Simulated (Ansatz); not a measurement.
Basis-set series for GeH5NSSi (`S[SiH]1[NH][GeH2]1`). The species carries charge 0 and has multiplicity 1. Geometry: relaxed with PBE0-D4/def2-TZVP. It is one conformer, not always the lowest.

```tsv
functional	basis	functions	energy (Eh)	HOMO (eV)	LUMO (eV)
PBE0-D4	def2-SVP	107	-2821.36059	-6.74	-0.53
PBE0-D4	def2-TZVPP	233	-2821.93640	-6.82	-0.68
ωB97M-V	def2-SVP	107	-2821.75271	-8.70	1.33
ωB97M-V	def2-TZVPP	233	-2822.32912	-8.81	1.10
```

Task: Give the rows for def2-QZVPP. (An estimate is asked.)

Result: Computed: 
```tsv
functional	basis	functions	energy (Eh)	HOMO (eV)	LUMO (eV)
PBE0-D4	def2-QZVPP	436	-2822.00686	-6.85	-0.79
ωB97M-V	def2-QZVPP	436	-2822.39692	-8.84	0.86
```

Positive LUMOs are unbound and depend on the basis. Scalar relativity is left out up to krypton.
